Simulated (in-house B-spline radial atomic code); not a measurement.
**P V (P4+): 1s1 2s1 2p6 3s2 3p1 (with a hole in an inner shell)**

Method: Dirac-Kohn-Sham PBE, spherical fractional occupations, Fermi nucleus of rms radius 3.1889 fm. Calculated with an all-electron radial atomic-structure program (B-spline basis).

Effective charges: Z_r = [3n² - l(l+1)]/(2<r>) from the radius, Z_e = n√(-2ε) from the energy, and Slater's rules. Values are occupation-weighted means over j.

| shell | electrons | ε (eV) | <r> (bohr) | Z_r | Z_e | Slater |
| --- | --- | --- | --- | --- | --- | --- |
| 1s | 1 | -2330.9 | 0.1015 | 14.78 | 13.09 | 15.00 |
| 2s | 1 | -283.19 | 0.4806 | 12.48 | 9.12 | 12.05 |
| 2p | 6 | -239.6 | 0.4293 | 11.65 | 8.39 | 12.05 |
| 3s | 2 | -69.961 | 1.423 | 9.49 | 6.80 | 7.35 |
| 3p | 1 | -58.441 | 1.483 | 8.43 | 6.22 | 7.35 |

The least bound orbital is 3p3/2 at -58.39 eV, and it is also the most diffuse (<r> = 1.484 bohr). The part-filled 1s shell lies below the filled 3s shell in orbital energy.

Spin-orbit splittings of the orbital energies (j = l + 1/2 above j = l - 1/2 when positive): 2p 1.258 eV, 3p 0.1648 eV.

For the 1s electron the small component carries 0.293 % of the norm, the zero-frequency Breit interaction raises the level by 0.9249 eV, self-energy by 0.6345 eV, and vacuum polarisation lowers it by 0.04068 eV.
